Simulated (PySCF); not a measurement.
Isomers of C3H11NOSi4, mass 188.992 u with the commonest isotopes. Level of theory: PBE0/pcSseg-1 in PySCF (dipole) on a GFN2-xTB geometry, gas phase. One conformer each, none proved a minimum here; rigid rotors.

**Question.** Order these by rotational constant B, largest first.
A. `[CH:1]#[C:2][Si@@H:3]1[O:4][SiH2:5][N:6]([CH3:7])[Si@@H:8]1[SiH3:9]` with C2–Si3–O4–Si5 -119°, Si3–O4–Si5–N6 -3°, O4–Si5–N6–C7 -179°, Si5–N6–Si8–Si9 115°
B. `[CH:1]#[C:2][CH2:3][Si@@H:4]1[SiH2:5][Si@@H:6]([NH2:7])[Si@H:8]1[OH:9]` with C2–C3–Si4–Si5 50°, Si5–Si6–N7–H -70° and 68°, Si6–Si8–O9–H 174°, C3–Si4–Si5–Si6 -105°, Si4–Si5–Si6–N7 -122°, Si5–Si6–Si8–O9 -102°, C3–Si4–Si8–Si6 104°
C. `[CH:1]#[C:2][CH2:3][Si@@H:4]1[SiH2:5][Si@@H:6]([NH2:7])[Si@@H:8]1[OH:9]` with C2–C3–Si4–Si5 -65°, Si5–Si6–N7–H -60° and 164°, Si6–Si8–O9–H 77°

**Answer.** A (795.9 MHz), B (652.5 MHz), C (547.7 MHz).

**Question.** Order these by radius of gyration √(Σ m r²/M), smallest first.
A. `[CH:1]#[C:2][CH2:3][Si@@H:4]1[SiH2:5][Si@@H:6]([NH2:7])[Si@H:8]1[OH:9]` with C2–C3–Si4–Si5 50°, Si5–Si6–N7–H -70° and 68°, Si6–Si8–O9–H 174°, C3–Si4–Si5–Si6 -105°, Si4–Si5–Si6–N7 -122°, Si5–Si6–Si8–O9 -102°, C3–Si4–Si8–Si6 104°
B. `[CH:1]#[C:2][Si@@H:3]1[O:4][SiH2:5][N:6]([CH3:7])[Si@@H:8]1[SiH3:9]` with C2–Si3–O4–Si5 -119°, Si3–O4–Si5–N6 -3°, O4–Si5–N6–C7 -179°, Si5–N6–Si8–Si9 115°
C. `[CH:1]#[C:2][CH2:3][Si@@H:4]1[SiH2:5][Si@@H:6]([NH2:7])[Si@@H:8]1[OH:9]` with C2–C3–Si4–Si5 -65°, Si5–Si6–N7–H -60° and 164°, Si6–Si8–O9–H 77°

**Answer.** A (2.361 Å), B (2.388 Å), C (2.560 Å).

**Question.** Order these by rotational constant C, largest first.
A. `[CH:1]#[C:2][Si@@H:3]1[O:4][SiH2:5][N:6]([CH3:7])[Si@@H:8]1[SiH3:9]` with C2–Si3–O4–Si5 -119°, Si3–O4–Si5–N6 -3°, O4–Si5–N6–C7 -179°, Si5–N6–Si8–Si9 115°
B. `[CH:1]#[C:2][CH2:3][Si@@H:4]1[SiH2:5][Si@@H:6]([NH2:7])[Si@@H:8]1[OH:9]` with C2–C3–Si4–Si5 -65°, Si5–Si6–N7–H -60° and 164°, Si6–Si8–O9–H 77°
C. `[CH:1]#[C:2][CH2:3][Si@@H:4]1[SiH2:5][Si@@H:6]([NH2:7])[Si@H:8]1[OH:9]` with C2–C3–Si4–Si5 50°, Si5–Si6–N7–H -70° and 68°, Si6–Si8–O9–H 174°, C3–Si4–Si5–Si6 -105°, Si4–Si5–Si6–N7 -122°, Si5–Si6–Si8–O9 -102°, C3–Si4–Si8–Si6 104°

**Answer.** C (578.4 MHz), A (507.5 MHz), B (431.1 MHz).

```
                               SMILES  point group  Ia (u·Å²)  Ib (u·Å²)  Ic (u·Å²)      κ  μa (D)  μb (D)  μc (D)
 C#CC[Si@@H]1[SiH2][Si@@H](N)[Si@H]1O           C1     459.05     774.53     873.78  -0.72    0.44    1.33    0.70
 C#C[Si@@H]1O[SiH2]N(C)[Si@@H]1[SiH3]           C1     524.00     635.02     995.77   0.26    0.95    0.85    0.03
C#CC[Si@@H]1[SiH2][Si@@H](N)[Si@@H]1O           C1     383.07     922.67    1172.34  -0.74    3.04    0.76    0.23
```
